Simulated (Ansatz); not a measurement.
Steps of a relaxation of `COB(N)F` with RKS PBE0-D4/def2-TZVP.

```sh
$ ansatz run in.yaml --threads 2 --pin off --events-out ev --progress --plain --max-ram 22528MiB --backend cuda --devices 0, --max-vram 18GiB
```

```yaml
crystal:
  periodic: [false, false, false]
  atoms:
    - {symbol: C, position_ang: [0.681970, -1.458290, 0.568180]}
    - {symbol: O, position_ang: [-0.171490, -0.631780, -0.193750]}
    - {symbol: B, position_ang: [-0.163620, 0.711630, -0.111120]}
    - {symbol: N, position_ang: [-1.018090, 1.490380, -0.891770]}
    - {symbol: F, position_ang: [0.673830, 1.350110, 0.737530]}
    - {symbol: H, position_ang: [0.070130, -2.218580, 1.059470]}
    - {symbol: H, position_ang: [1.231080, -0.888120, 1.320180]}
    - {symbol: H, position_ang: [1.392070, -1.946370, -0.105230]}
    - {symbol: H, position_ang: [-1.670270, 1.099330, -1.543930]}
    - {symbol: H, position_ang: [-1.025610, 2.491690, -0.839560]}
basis:
  gaussian: {orbitals: def2-TZVP}
hamiltonian: {xc: pbe0, dispersion: d4}
relax: {f_tol: 0.005, max_steps: 150}
```

Positions (Å) and forces (eV/Å) along the path, 7 of 7 steps:

```xyz
10
step=1 energy=-8047.5239 eV
C     0.682   -1.458    0.568   -0.065    0.069   -0.088
O    -0.171   -0.632   -0.194   -0.043   -0.413   -0.057
B    -0.164    0.712   -0.111    0.273    0.447    0.303
N    -1.018    1.490   -0.892   -0.197    0.169   -0.185
F     0.674    1.350    0.738   -0.058   -0.140   -0.068
H     0.070   -2.219    1.059    0.080   -0.009    0.007
H     1.231   -0.888    1.320    0.010   -0.031    0.013
H     1.392   -1.946   -0.105   -0.002   -0.034    0.078
H    -1.670    1.099   -1.544   -0.020   -0.063   -0.024
H    -1.026    2.492   -0.840    0.022    0.004    0.022
10
step=2 energy=-8047.5285 eV
C     0.681   -1.458    0.566   -0.036    0.063   -0.036
O    -0.174   -0.634   -0.196   -0.024   -0.229   -0.030
B    -0.165    0.715   -0.109    0.164    0.267    0.155
N    -1.021    1.495   -0.894   -0.089    0.052   -0.079
F     0.676    1.346    0.739   -0.059   -0.093   -0.055
H     0.078   -2.221    1.062    0.015   -0.006    0.007
H     1.231   -0.889    1.319    0.006   -0.008    0.007
H     1.394   -1.951   -0.100    0.003   -0.008    0.014
H    -1.672    1.101   -1.547    0.006   -0.039    0.004
H    -1.028    2.497   -0.841    0.013    0.000    0.014
10
step=3 energy=-8047.5302 eV
C     0.679   -1.456    0.565    0.001    0.016   -0.001
O    -0.176   -0.636   -0.200   -0.003    0.002   -0.026
B    -0.160    0.719   -0.110   -0.033    0.014    0.044
N    -1.021    1.498   -0.895    0.014   -0.006   -0.007
F     0.676    1.338    0.743    0.010   -0.007   -0.016
H     0.080   -2.219    1.065   -0.009   -0.003    0.003
H     1.230   -0.886    1.316    0.001    0.001    0.001
H     1.393   -1.954   -0.097    0.006   -0.002   -0.007
H    -1.670    1.098   -1.546    0.015   -0.013    0.011
H    -1.031    2.499   -0.841   -0.001   -0.003   -0.002
10
step=4 energy=-8047.5302 eV
C     0.679   -1.456    0.565    0.001    0.017   -0.002
O    -0.176   -0.636   -0.201   -0.004    0.002   -0.024
B    -0.159    0.719   -0.111   -0.031    0.015    0.042
N    -1.020    1.498   -0.896    0.016   -0.018   -0.001
F     0.676    1.338    0.744    0.010   -0.007   -0.015
H     0.079   -2.219    1.065   -0.009   -0.003    0.003
H     1.230   -0.886    1.315    0.001    0.000    0.001
H     1.393   -1.954   -0.097    0.006   -0.002   -0.007
H    -1.670    1.098   -1.545    0.010   -0.014    0.005
H    -1.032    2.499   -0.840   -0.001    0.010   -0.003
10
step=5 energy=-8047.5299 eV rejected
C     0.679   -1.455    0.563    0.001   -0.012    0.016
O    -0.180   -0.636   -0.199   -0.026    0.052    0.020
B    -0.166    0.720   -0.101    0.042   -0.049   -0.114
N    -1.021    1.498   -0.893   -0.003    0.019    0.035
F     0.680    1.336    0.743   -0.014    0.016    0.040
H     0.081   -2.220    1.063   -0.002   -0.003    0.001
H     1.229   -0.885    1.315    0.000    0.002   -0.003
H     1.393   -1.950   -0.100    0.000    0.003   -0.007
H    -1.666    1.093   -1.546    0.011    0.001    0.017
H    -1.029    2.500   -0.846   -0.009   -0.028   -0.006
10
step=6 energy=-8047.5304 eV
C     0.679   -1.456    0.564    0.001    0.005    0.000
O    -0.177   -0.635   -0.200   -0.003    0.001   -0.010
B    -0.160    0.720   -0.107   -0.010    0.004    0.015
N    -1.020    1.498   -0.894    0.006   -0.005    0.001
F     0.678    1.338    0.745    0.003   -0.001   -0.005
H     0.078   -2.218    1.064   -0.003    0.000    0.001
H     1.230   -0.886    1.314    0.001    0.000    0.001
H     1.392   -1.953   -0.098    0.002   -0.001   -0.002
H    -1.667    1.093   -1.544    0.004   -0.006    0.002
H    -1.033    2.499   -0.843    0.000    0.003   -0.002
10
step=7 energy=-8047.5304 eV
C     0.678   -1.455    0.563   -0.001    0.000   -0.001
O    -0.177   -0.634   -0.201    0.000   -0.001    0.000
B    -0.160    0.721   -0.105    0.000    0.001    0.000
N    -1.019    1.498   -0.893    0.000    0.000    0.001
F     0.678    1.338    0.747    0.000    0.000    0.000
H     0.078   -2.217    1.064    0.000    0.000    0.000
H     1.231   -0.886    1.313    0.000    0.000    0.000
H     1.391   -1.953   -0.100    0.000    0.000    0.000
H    -1.665    1.090   -1.543    0.000    0.000    0.000
H    -1.034    2.499   -0.845    0.000    0.000    0.000
```

It took 15 s on 2 threads of an AMD EPYC 7R13 on a shared host and a share of an NVIDIA H100 80 GB, with 0.91 GiB of host memory at the peak.
